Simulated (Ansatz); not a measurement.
ClTl, charge -1, doublet, geometry from GFN2-xTB (such geometries of metal compounds can be far from the true shape) (a state made from the parent by changing its charge; the spin is typed, not shown lowest) (core potentials on Tl) (a gas-phase anion, which may not be bound at this level); HF/def2-SVPD (Ansatz, a first-principles code).

The Ansatz input:
Ansatz 0.2 input:
```yaml
crystal:
  periodic: [false, false, false]
  atoms:
    - {symbol: Tl, position_ang: [-0.00000000, -0.00000000, -0.47641043]}
    - {symbol: Cl, position_ang: [0.00000000, 0.00000000, 2.26995558]}
basis:
  gaussian:
    orbitals: def2-SVPD
hamiltonian:
  xc: hf
total_charge: -1
magnetization: {spin_polarized: true, initial_magnetization: 1}
accuracy: high
```

Task: What does Ansatz print? Leave out banner, timings and long lists.

Result: 
```
Functional definition: HF
1149 factors; integrals over basis functions are off by at most 3.6e-9 eV
mean field evaluation 1: about -17168.7792 eV, gradient 7.3e0 eV
mean field evaluation 2: about -17168.7939 eV, gradient 7.2e0 eV
mean field evaluation 4: about -17169.2949 eV, gradient 9.8e-1 eV
mean field evaluation 8: about -17169.3265 eV, gradient 1.1e-3 eV
mean field evaluation 16: about -17169.2553 eV, gradient 1.7e0 eV
mean field evaluation 32: about -17168.3680 eV, gradient 4.3e-1 eV
mean field -17169.32648986 eV, -630.9611107150 hartree, gradient 2.0e-8 eV, S^2 0.760977; 2 other end points of the search recorded, 0 dependent functions left out
reference -17169.32648986 eV, -630.9611107150 hartree; 20, 19 occupied and 39, 40 virtual orbitals, 1149 factors
Total energy: -17169.32648986 eV, -630.9611107150 hartree
```
